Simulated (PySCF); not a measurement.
Members of one family of related compounds. The calculation used TDDFT wB97X-D/def2-SVPD, vertical, gas phase, core orbitals frozen in the response (PySCF 2.14.0, density-fitted response routines). Geometries: PBE0-D3(BJ)/def2-SVP; one conformer of each isolated species. Triplets are in the Tamm–Dancoff approximation. 'Strongest' means the level of largest summed f among the lowest 15 singlets; it needn't be the same kind of state in each. Atoms past krypton carry core potentials; spin–orbit coupling is left out.

Task: Rank by computed HOMO–LUMO gap, lowest first.
A. Ge(SiH3)2Cl2, `[SiH3][Ge]([SiH3])([Cl])[Cl]`
B. Ge(CCH)2Cl2, `C#[C][Ge]([Cl])([Cl])[C]#C`
C. GeBr2Cl2, `[Cl][Ge]([Cl])([Br])[Br]`
D. GeF2Cl2, `[F][Ge]([F])([Cl])[Cl]`
E. Ge(SMe)2Cl2, `C[S][Ge]([Cl])([Cl])[S]C`
F. GeCl2(NHMe)2, `C[NH][Ge]([Cl])([Cl])[NH]C`
G. GeI2Cl2, `[Cl][Ge]([Cl])([I])[I]`

Result: G (8.26 eV), E (9.17 eV), C (9.69 eV), A (10.05 eV), F (10.31 eV), B (11.02 eV), D (11.58 eV).

```
                      SMILES  gap (eV)  f (S1)  f (strongest)  strongest (eV)  S1 (eV)  S1 mainly
      [Cl][Ge]([Cl])([I])[I]      8.26   0.010           0.18            5.58     3.97  H→L (96%)
    C[S][Ge]([Cl])([Cl])[S]C      9.17   0.000           0.17            7.00     4.68  H→L (91%)
    [Cl][Ge]([Cl])([Br])[Br]      9.69   0.005           0.11            6.28     5.17  H→L (96%)
[SiH3][Ge]([SiH3])([Cl])[Cl]     10.05   0.009           0.48            6.59     5.62  H→L (94%)
  C[NH][Ge]([Cl])([Cl])[NH]C     10.31   0.045           0.08            8.01     6.02  H→L (83%)
  C#[C][Ge]([Cl])([Cl])[C]#C     11.02   0.000           0.14            7.60     5.86  H→L (63%)
      [F][Ge]([F])([Cl])[Cl]     11.58   0.022           0.23            8.59     6.68  H→L (96%)
```

H and L stand for HOMO and LUMO.

- `[Cl][Ge]([Cl])([I])[I]`: Löwdin shares by element: HOMO iodine 96%; LUMO iodine 54%, germanium 21%, chlorine 13% or more.
- `C[S][Ge]([Cl])([Cl])[S]C`: Löwdin shares by element: HOMO sulfur 76%, carbon 12%; LUMO chlorine 39%, germanium 20%, sulfur 18% or more (atoms not listed hold the other 23%).
- `[Cl][Ge]([Cl])([Br])[Br]`: Löwdin shares by element: HOMO bromine 93%; LUMO bromine 46%, germanium 21%, chlorine 17% or more (atoms not listed hold the other 16%).
- `[SiH3][Ge]([SiH3])([Cl])[Cl]`: Löwdin shares by element: HOMO chlorine 35%, germanium 22%, silicon 16% or more (atoms not listed hold the other 27%); LUMO chlorine 34%, germanium 26%, silicon 13% or more (atoms not listed hold the other 27%).
- `C[NH][Ge]([Cl])([Cl])[NH]C`: Löwdin shares by element: HOMO nitrogen 60%, carbon 9% or more, germanium 6% (atoms not listed hold the other 26%); LUMO chlorine 47%, germanium 27%, nitrogen 8% or more (atoms not listed hold the other 18%).
- `C#[C][Ge]([Cl])([Cl])[C]#C`: Löwdin shares by element: HOMO carbon 88%; LUMO (one of a set within 0.03 eV) carbon 43% or more, germanium 20% (atoms not listed hold the other 37%).
- `[F][Ge]([F])([Cl])[Cl]`: Löwdin shares by element: HOMO chlorine 96%; LUMO chlorine 51%, germanium 28%, fluorine 10% or more.
